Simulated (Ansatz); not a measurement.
Cost and result for the atomization energy of `O[SiH](O)/C=C\[SiH2]F` (14 atoms, 13 bonds).

```
atom   x (Å)   y (Å)   z (Å)
  O1  -2.363   1.242  -1.121
 Si2  -1.472   0.573   0.081
  O3  -0.103   1.424   0.435
  C4  -0.760  -1.070  -0.375
  C5   0.541  -1.353  -0.233
 Si6   1.929  -0.292   0.443
  F7   3.175  -1.319   0.466
  H8  -1.976   1.272  -1.998
  H9  -2.396   0.561   1.237
 H10  -0.151   2.208   0.983
 H11  -1.418  -1.838  -0.782
 H12   0.884  -2.346  -0.536
 H13   2.356   0.808  -0.449
 H14   1.754   0.131   1.851
```

Total charge 0; spin multiplicity 1. The structure was optimised at the PBE0-D4/def2-TZVP level. It is one conformer, not always the lowest. Program: Ansatz. All runs use 2 threads of an AMD EPYC 7R13 on a shared host and a share of an NVIDIA H100 80 GB. Times are those of one run each, without the atoms' runs, and a repeat can differ threefold. Electronic energies, without spin–orbit coupling; frozen cores. CCSD(T)/CBS adds CCSD(T) − MP2 in def2-TZVPP to the MP2 limit, and its time is that of the two runs behind it. T1 = 0.012; the RHF reference is unstable towards UHF. B3LYP takes the VWN-RPA correlation (the form of Gaussian; ORCA's B3LYP/G).

CCSD(T)/CBS is a level of theory with its own doubt, some kJ/mol a heavy atom from the limit and from the frozen cores, so smaller differences don't rank the functionals.

| level | functions | wall time | atomization (kcal/mol) | difference from CCSD(T)/CBS | per bond |
| --- | --- | --- | --- | --- | --- |
| PBE0-D4/def2-TZVPP | 337 | 1.8 s | 1316.7 | -14.7 | -1.1 |
| PBE-D4/def2-TZVPP (with forces) | 337 | 2 s | 1341.5 | 10.1 | 0.8 |
| r2SCAN-D4/def2-TZVPP (with forces) | 337 | 2.4 s | 1327.7 | -3.7 | -0.3 |
| B3LYP-D4/def2-TZVPP (with forces) | 337 | 2.5 s | 1321.4 | -10.0 | -0.8 |
| B2PLYP/def2-TZVPP | 337 | 3.3 s | 1310.8 | -20.6 | -1.6 |
| ωB97M-V/def2-TZVPP (with forces) | 337 | 3.8 s | 1330.1 | -1.3 | -0.1 |
| ωB97X-V/def2-TZVPP | 337 | 4.7 s | 1328.8 | -2.6 | -0.2 |
| MP2/def2-QZVPP | 635 | 5.5 s | 1346.5 | 15.1 | 1.2 |
| CCSD(T)/def2-TZVPP | 337 | 9.5 s | 1293.1 | -38.3 | -2.9 |
| CCSD(T)/CBS(def2) | – | 15 s | 1331.4 | 0.0 | 0.0 |

In def2-TZVPP, CCSD(T) changes the Hartree–Fock value by +322.9 kcal/mol (the triples alone add +20.0 kcal/mol) and MP2 by +353.2 kcal/mol; breaking electron pairs costs correlation energy, which Hartree–Fock lacks. From PBE to PBE0 (25 % exact exchange), in def2-TZVPP and without D4, the atomization energy moves by −23.5 kcal/mol: exact exchange takes away binding that semilocal exchange gives to molecules. The D4 term adds +13.9 kcal/mol with B3LYP and +7.4 kcal/mol with PBE0; it sums over pairs of atoms, weighted by their polarisabilities, and B3LYP, whose exchange is more repulsive, gets the larger term.
